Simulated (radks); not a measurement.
Results of a calculation; reference values are marked as such.
Q: The mean radii <r> (bohr) of the occupied orbitals of an atom or ion are listed with their occupations. Code: a radial shooting solver on a logarithmic mesh with Libxc functionals. Model: scalar-relativistic Kohn-Sham, LDA (Slater exchange, Perdew-Wang correlation), spin-polarised, spherical densities, finite nucleus; Fermi nuclear charge, rms radius of each element as measured or else 0.836 A^(1/3) + 0.57 fm.

| orbital | occ. | <r> |
|---|---|---|
| 1s down | 1 | 0.04034 |
| 1s up | 1 | 0.04034 |
| 2s up | 1 | 0.1781 |
| 2s down | 1 | 0.1781 |
| 2p up | 3 | 0.1552 |
| 2p down | 3 | 0.1552 |
| 3s up | 1 | 0.5116 |
| 3s down | 1 | 0.5116 |
| 3p up | 3 | 0.5195 |
| 3p down | 3 | 0.5195 |
| 3d up | 5 | 0.5257 |
| 3d down | 5 | 0.5257 |
| 4s up | 1 | 1.451 |
| 4s down | 1 | 1.451 |
| 4p up | 3 | 1.715 |
| 4p down | 3 | 1.714 |
| 6d up | 1 | 24.40 |

Name the element and its charge. Open shells, if any, are filled with parallel spins first.

A: Z = 37, rubidium, charge 0: Rb in [Kr] 6d1. The 1s radius gives Z: for a bare nucleus <r> = (2 gamma + 1)/(2Z) with gamma = sqrt(1 - (Z/c)^2), 0.03954 bohr for Z = 37, and screening makes it slightly larger (0.04034 here). The occupations add up to 37, and the charge is Z minus that.
